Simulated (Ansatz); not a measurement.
Basis sets compared for Ga₁₂N₁₂. Total charge 0; singlet. Geometry PBE-D4/def2-SVP. Ansatz on 4 threads of AMD EPYC 7R13 on a shared host and a share (37 GiB) of an NVIDIA H100 80GB HBM3; times are rough, and most runs start from earlier orbitals.

| atom | x (Å) | y (Å) | z (Å) |
| --- | --- | --- | --- |
| Ga1 | -2.375 | -0.553 | 2.325 |
| Ga2 | -0.112 | 0.865 | 2.042 |
| Ga3 | 1.221 | -1.424 | 1.182 |
| Ga4 | 3.337 | 0.067 | 0.471 |
| Ga5 | -2.265 | 2.208 | 1.165 |
| Ga6 | 1.347 | 1.757 | -0.157 |
| Ga7 | -1.347 | -1.758 | 0.157 |
| Ga8 | 2.265 | -2.207 | -1.164 |
| Ga9 | -3.337 | -0.067 | -0.470 |
| Ga10 | -1.221 | 1.424 | -1.182 |
| Ga11 | 0.112 | -0.864 | -2.041 |
| Ga12 | 2.374 | 0.554 | -2.327 |
| N13 | -1.946 | 1.253 | 2.793 |
| N14 | -0.548 | -1.131 | 1.933 |
| N15 | 1.712 | 0.544 | 1.450 |
| N16 | 3.087 | -1.831 | 0.523 |
| N17 | -0.415 | 2.208 | 0.529 |
| N18 | 3.215 | 1.443 | -0.855 |
| N19 | -3.216 | -1.444 | 0.855 |
| N20 | 0.415 | -2.208 | -0.528 |
| N21 | -3.086 | 1.830 | -0.523 |
| N22 | -1.712 | -0.544 | -1.449 |
| N23 | 0.546 | 1.133 | -1.934 |
| N24 | 1.946 | -1.253 | -2.793 |

Single mean-field runs in def2-SVP, def2-TZVP are fitted with def2-universal-jkfit. Another isomer (singlet) lies 4.27 eV lower at PBE0-D4/def2-TZVP; other spin states weren't run for this one.

Binding counts from free atoms (Ga doublet, N quartet) in the same basis, without a counterpoise term.

```tsv
level	functions	energy (Eh)	HOMO (eV)	LUMO (eV)	binding per atom (eV)	wall time
PBE-D4/def2-SVP	552	-23748.0968	-5.25	-4.36	3.72	44 s
PBE0-D4/def2-SVP	552	-23748.5022	-6.28	-3.54	3.50	33 s
```

(1) Estimate the rows for PBE-D4/def2-TZVP (with forces), PBE0-D4/def2-TZVP.

## Answers

(1) 
| level | functions | energy (Eh) | HOMO (eV) | LUMO (eV) | binding per atom (eV) | wall time |
| --- | --- | --- | --- | --- | --- | --- |
| PBE-D4/def2-TZVP (with forces) | 948 | -23751.8095 | -5.21 | -4.41 | 3.68 | 36 s |
| PBE0-D4/def2-TZVP | 948 | -23752.2092 | -6.21 | -3.60 | 3.47 | 31 s |
